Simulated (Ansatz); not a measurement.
Isolated molecules relaxed with PBE0-D4/def2-TZVP in Ansatz; ΔE leaves out vibrations. CBS: MP2 limit from def2 TZ/QZ plus the TZ coupled-cluster correction, frozen cores. This one scheme is used for every species. Functionals use def2-TZVPP. B3LYP here is the variant with VWN-RPA as its local correlation; programs differ in this. Each species was taken in one conformer, which may not be the lowest.

Consider the ligand exchange at the Si–O bond: `O[SiH2]O[Si](F)(Cl)Cl` + `N=C=O` → `O=C=N[Si](F)(Cl)Cl` + `O[SiH2]O`.

`O[SiH2]O[Si](F)(Cl)Cl`:

```xyz
10

O     0.856    2.053    0.185
Si    0.864    0.783   -0.840
O     0.225   -0.563   -0.139
Si   -1.011   -1.240    0.612
F    -0.856   -1.038    2.170
Cl   -2.765   -0.404    0.052
Cl   -1.032   -3.224    0.245
H     1.459    2.055    0.930
H     0.020    1.179   -1.983
H     2.239    0.399   -1.232
```

`N=C=O`:

Cartesian coordinates in Å:
```
N -0.024 -0.705 0.298
C 0.050 0.482 0.084
O 0.139 1.637 0.017
H -0.165 -1.414 -0.399
```

`O=C=N[Si](F)(Cl)Cl`:

Cartesian coordinates in Å:
```
O -2.736 -0.885 -0.861
C -1.767 -0.384 -0.472
N -0.794 0.179 -0.055
Si 0.846 0.304 0.279
F 1.091 1.713 0.933
Cl 1.424 -1.115 1.588
Cl 1.936 0.188 -1.413
```

`O[SiH2]O`:

```xyz
7

O     1.236    0.590    0.477
Si   -0.324    0.129    0.256
O    -0.536   -0.867   -1.031
H     1.871   -0.086    0.719
H    -0.823   -0.664    1.404
H    -1.051    1.407    0.079
H    -0.374   -0.508   -1.905
```

Task: Is it downhill or uphill in electronic energy at CCSD(T)/CBS, and by how much? (Estimate.)

Result: Ansatz gave: Uphill: ΔE = +8.1 kcal/mol.

Task: What do these levels give: B2PLYP, r2SCAN, B3LYP, CCSD/def2-TZVPP, HF/CBS(def2), CCSD/CBS(def2)? (An estimate is asked.)

Result: The calculation gave: B2PLYP 7.6, r2SCAN 7.8, B3LYP 7.4, CCSD/def2-TZVPP 8.1, HF/CBS(def2) 8.8, CCSD/CBS(def2) 8.2 kcal/mol.

Largest T1 diagnostic among the species: 0.018.

The D4 term adds +1.0 kcal/mol with B3LYP and +0.6 kcal/mol with PBE0; it sums over pairs of atoms, weighted by their polarisabilities, and B3LYP, whose exchange is more repulsive, gets the larger term.
